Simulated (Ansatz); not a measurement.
Basis sets compared for GeO2. Charge 0, multiplicity 1. Geometry PBE0-D4/def2-TZVP. Ansatz on 4 threads of Arm Neoverse V2 on a shared host; times are rough, and most runs start from earlier orbitals.

```tsv
atom	x (Å)	y (Å)	z (Å)
Ge1	0.000	0.001	0.001
O2	-1.226	-0.169	1.034
O3	1.226	0.169	-1.034
```

The structure comes from a short search, and lower isomers may exist.

Binding counts from free atoms (Ge triplet, O triplet) in the same basis, without a counterpoise term.

```json
{"level": "PBE-D4/def2-SVP", "functions": "60", "energy (Eh)": "-2226.5683", "HOMO (eV)": "-7.56", "LUMO (eV)": "-3.85", "binding per atom (eV)": "3.61", "wall time": "0.3 s"}
{"level": "PBE-D4/def2-TZVP (with forces)", "functions": "110", "energy (Eh)": "-2227.0266", "HOMO (eV)": "-7.84", "LUMO (eV)": "-3.99", "binding per atom (eV)": "3.68", "wall time": "0.5 s"}
{"level": "r2SCAN-D4/def2-TZVP", "functions": "110", "energy (Eh)": "-2227.3980", "HOMO (eV)": "-8.21", "LUMO (eV)": "-3.86", "binding per atom (eV)": "3.42", "wall time": "0.95 s"}
{"level": "PBE0-D4/def2-SVP", "functions": "60", "energy (Eh)": "-2226.5919", "HOMO (eV)": "-9.16", "LUMO (eV)": "-2.92", "binding per atom (eV)": "3.15", "wall time": "0.35 s"}
{"level": "PBE0-D4/def2-TZVP", "functions": "110", "energy (Eh)": "-2227.0508", "HOMO (eV)": "-9.39", "LUMO (eV)": "-3.03", "binding per atom (eV)": "3.25", "wall time": "0.85 s"}
```

(1) Estimate the rows for PBE-D4/def2-TZVPD, r2SCAN-D4/def2-TZVPD, PBE0-D4/def2-TZVPD.

Results:

(1) 
```json
{"level": "PBE-D4/def2-TZVPD", "functions": "134", "energy (Eh)": "-2227.0288", "HOMO (eV)": "-7.92", "LUMO (eV)": "-4.12", "binding per atom (eV)": "3.68", "wall time": "0.55 s"}
{"level": "r2SCAN-D4/def2-TZVPD", "functions": "134", "energy (Eh)": "-2227.3997", "HOMO (eV)": "-8.25", "LUMO (eV)": "-3.95", "binding per atom (eV)": "3.43", "wall time": "1.2 s"}
{"level": "PBE0-D4/def2-TZVPD", "functions": "134", "energy (Eh)": "-2227.0527", "HOMO (eV)": "-9.44", "LUMO (eV)": "-3.17", "binding per atom (eV)": "3.25", "wall time": "0.75 s"}
```
